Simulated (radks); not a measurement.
Effect of the nuclear size on the cadmium ion Cd3+, [Kr] 4d9. Method: Dirac Kohn-Sham, LDA (Slater exchange, Perdew-Wang correlation), spin-unpolarised, spherical densities, finite nucleus; open shells fill j = l - 1/2 first; Fermi nuclear charge, rms radius 4.6087 fm; computed with a radial shooting solver on a logarithmic mesh with Libxc functionals. The rms radius is varied about that value; shifts are against it.

| rms radius (fm) | total energy shift (eV) | density at nucleus (e/bohr^3) | 1s1/2 shift (meV) | 2s1/2 shift (meV) | 4s1/2 shift (meV) | 4p1/2 shift (meV) | 4d5/2 shift (meV) | 5s1/2 (empty) shift (meV) |
|---|---|---|---|---|---|---|---|---|
| 3.7146 | -1.14 | 1.637e+05 | -479 | -54.0 | -2.02 | 0.077 | 0.045 | -0.297 |
| 4.2584 | -0.471 | 1.606e+05 | -198 | -22.3 | -0.834 | 0.032 | 0.019 | -0.123 |
| 4.6087 | 0 | 1.588e+05 | 0.000 | 0.000 | 0.000 | 0.000 | 0.000 | 0.000 |
| 4.9451 | 0.482 | 1.572e+05 | 203 | 22.9 | 0.854 | -0.033 | -0.019 | 0.126 |
| 5.6871 | 1.65 | 1.542e+05 | 694 | 78.2 | 2.92 | -0.112 | -0.065 | 0.430 |

Slopes of the eigenvalues against <r^2> in GHz/fm^2, as finite differences over the two radii next to the reference (eigenvalue slopes, not the field-shift constants of lines): 1s1/2 15400, 2s1/2 1730, 4s1/2 64.6, 4p1/2 -2.47, 4d5/2 -1.44, 5s1/2 (empty) 9.51.
